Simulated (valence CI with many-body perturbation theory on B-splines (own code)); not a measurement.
# Xe L in three bases

Calculated by valence CI with perturbative core correlation (CI+MBPT): three valence electrons over a frozen Dirac-Fock core [He], radial functions for each j: 9 s, 9 p, 8 d, 6 f, 3 g, 1 h, with the one-electron correlation potential Σ1 (screened to all orders), the two-electron term Σ2, the three-electron term Σ3, Breit, model QED; selected single and double excitations, second order for the rest, scaled by the run's own slope (own B-spline code, finite nucleus).

No measured spectrum was set against this ion. As an estimate, large intervals hold to a few tenths of a per cent, small ones and those within an open d or f shell to about a per cent.

The reference run has the lowest level (2s^2 2p1/2) J=1/2 and an ionisation energy of 9238.18 eV. Its largest variational space holds 9356 state functions.

Levels are named by their leading jj configuration (3d3/2^4 stands for four electrons in 3d with j = 3/2), which in mixed levels can hold well under half, so a name can repeat and another be missing. Letters in brackets count levels of one name in rising energy.

Changed runs:
A. basis 6 s, 6 p, 5 d, 3 f, 1 g
B. basis 5 s, 5 p, 4 d, 2 f

Excitation energies of the reference run in cm⁻¹, and shifts in cm⁻¹:

| Level | Reference | A | B |
| --- | --- | --- | --- |
| (2s 2p1/2^2) J=1/2 | 1317660 | -62 | -132 |
| (2s^2 2p3/2) J=3/2 | 2890000 | +4.3 | -36 |
| (2s 2p1/2 2p3/2) J=3/2 [a] | 3809310 | -151 | -499 |
| (2s 2p1/2 2p3/2) J=5/2 | 4064940 | +38 | -26 |
| (2s 2p1/2 2p3/2) J=3/2 [b] | 4468990 | +120 | +337 |
| (2s 2p1/2 2p3/2) J=1/2 | 4471020 | +52 | +163 |
| (2p1/2^2 2p3/2) J=3/2 | 5879690 | +4.1 | +84 |
| (2s 2p3/2^2) J=5/2 | 6845650 | -27 | -194 |
| (2s 2p3/2^2) J=1/2 | 7440400 | +53 | +261 |
| (2s 2p3/2^2) J=3/2 | 7448870 | +108 | +301 |
| (2p1/2 2p3/2^2) J=3/2 | 8513690 | -64 | -229 |
| (2p1/2 2p3/2^2) J=5/2 | 8672260 | +116 | +252 |
| Ionisation energy (eV) | 9238.18 | -0.0099 | -0.06 |
